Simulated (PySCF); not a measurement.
Ionising HgB

ROHF-CCSD(T); PySCF, scalar-relativistic core potentials, basis sets Hg def2-SVP with ECP60, B def2-SVP. Neutral (ROHF): doublet (π ↑), Re = 2.595 Å, ωe = 102 cm⁻¹, De = 0.06 eV.

HgB⁺ (RHF): singlet (closed shell), Re = 2.375 Å, ωe = 313 cm⁻¹, De = 1.18 eV to Hg + B⁺. The energies at the minima are -177.46228 hartree for HgB and -177.20626 for HgB⁺.

Problem. Work out the adiabatic ionisation energy, without and with harmonic zero-point energies (1 hartree = 27.2114 eV, 1 eV = 8065.5 cm⁻¹), and the change of the bond length.

Solution. At CCSD(T): 0.25602 hartree = 6.967 eV between the minima; the zero-point term (313.0 − 102.0)/2 cm⁻¹ = +0.013 eV makes it 6.980 eV. Re changes by -22.0 pm against the neutral. The electron leaves a π orbital, and the shorter bond of the ion fits an antibonding orbital, or a change in how ionic the bond is.

Correlated steps freeze 1 core orbital. Weak bonds: HgB. Basis-set superposition, not corrected here, can be much of De in a small basis, most of all at correlated wavefunction levels. Spin–orbit coupling is left out, which matters for elements this heavy, above all for dissociation energies. For an ion De counts to the pair picked by the measured ionisation energies or electron affinities, which need not be the lowest pair at this level. States were picked by a PBE0 search and need not be the measured ground states.
